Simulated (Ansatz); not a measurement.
`OC(F)(F)N[SiH3]` → `N[SiH2]C(O)(F)F`  (isomerisation)

Gas-phase electronic energies from Ansatz, PBE0-D4/def2-TZVP geometries. CCSD(T)/CBS is the MP2 limit (def2-TZVPP, def2-QZVPP) plus CCSD(T) − MP2 in def2-TZVPP, frozen cores. Each species was taken in one conformer, which may not be the lowest.

```csv
species,CCSD(T)/CBS(def2) energy (Eh)
`OC(F)(F)N[SiH3]`,-659.62868
`N[SiH2]C(O)(F)F`,-659.63038
```

Work out ΔE.

ΔE = (-659.63038) − (-659.62868) = -0.00170 Eh = -4.5 kJ/mol.

Largest T1 diagnostic among the species: 0.012.

In def2-TZVPP, CCSD(T) changes the Hartree–Fock value by −9.1 kJ/mol (the triples alone add −0.8 kJ/mol) and MP2 by −9.9 kJ/mol. From PBE to PBE0 (25 % exact exchange), in def2-TZVPP and without D4, ΔE moves by +7.0 kJ/mol.
